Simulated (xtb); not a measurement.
xtb input (GFN2-xTB):

```bash
xtb mol.xyz --gfn 2 --ohess tight --chrg 0 --uhf 0
```
mol.xyz:
```
17

C     -2.31549685     0.83068584     0.08268952
Si    -1.02691414    -0.53069638    -0.07133586
C     -1.19832823    -1.71208489     1.40854868
C     -1.14728188    -1.41484651    -1.62176973
Si     1.04766441     0.55392776     0.00135907
F      1.29558115     1.54875777    -1.19002791
F      2.24663398    -0.51010245    -0.04283089
F      1.28009293     1.36998766     1.39730855
H     -2.26551964     1.55725314    -0.72146990
H     -2.23873146     1.36215487     0.98846621
H     -3.37896148     0.39492879     0.09025399
H     -2.09541059    -2.21632408     1.47195585
H     -1.02982208    -1.16094134     2.34994072
H     -0.37249374    -2.41915085     1.36424028
H     -1.09792019    -0.79036601    -2.50318965
H     -0.38882636    -2.23656051    -1.74963209
H     -2.12075268    -1.91049061    -1.69349276
```

End of the output:

```
      11    184.77    -0.67968 ( 99.47%)    -0.66928 (  0.53%)    -0.67963
      12    238.58    -0.54067 ( 99.81%)    -0.59357 (  0.19%)    -0.54078
      13    238.72    -0.54036 ( 99.81%)    -0.59340 (  0.19%)    -0.54046
      14    264.88    -0.48581 ( 99.87%)    -0.56260 (  0.13%)    -0.48591
   ------------------------------------------------------------------------

   temp. (K)  partition function   enthalpy   heat capacity  entropy
                                   cal/mol     cal/K/mol   cal/K/mol   J/K/mol
 298.15  VIB  0.302E+06             6552.068     35.112     43.649
         ROT  0.239E+06              888.752      2.981     27.591
         INT  0.720E+11             7440.821     38.093     71.240
         TR   0.193E+28             1481.254      4.968     41.068
         TOT                        8922.0747    43.0611   112.3077   469.8955

       T/K    H(0)-H(T)+PV         H(T)/Eh          T*S/Eh         G(T)/Eh
   ------------------------------------------------------------------------
    298.15    0.142182E-01    0.133659E+00    0.533610E-01    0.802975E-01
   ------------------------------------------------------------------------

         :::::::::::::::::::::::::::::::::::::::::::::::::::::
         ::                  THERMODYNAMIC                  ::
         :::::::::::::::::::::::::::::::::::::::::::::::::::::
         :: total free energy         -28.761080690579 Eh   ::
         ::.................................................::
         :: total energy              -28.841378233547 Eh   ::
         :: zero point energy           0.119440329840 Eh   ::
         :: G(RRHO) w/o ZPVE           -0.039142786873 Eh   ::
         :: G(RRHO) contrib.            0.080297542967 Eh   ::
         :::::::::::::::::::::::::::::::::::::::::::::::::::::

optimized geometry written to: xtbopt.xyz

           -------------------------------------------------
          | TOTAL ENERGY              -28.841378233547 Eh   |
          | TOTAL ENTHALPY            -28.707719672601 Eh   |
          | TOTAL FREE ENERGY         -28.761080690579 Eh   |
          | GRADIENT NORM               0.000155178488 Eh/α |
          | HOMO-LUMO GAP               5.429986133216 eV   |
           -------------------------------------------------

------------------------------------------------------------------------
------------------------------------------------------------------------
 total:
 SCF:
 ANC optimizer:
 analytical hessian:
```
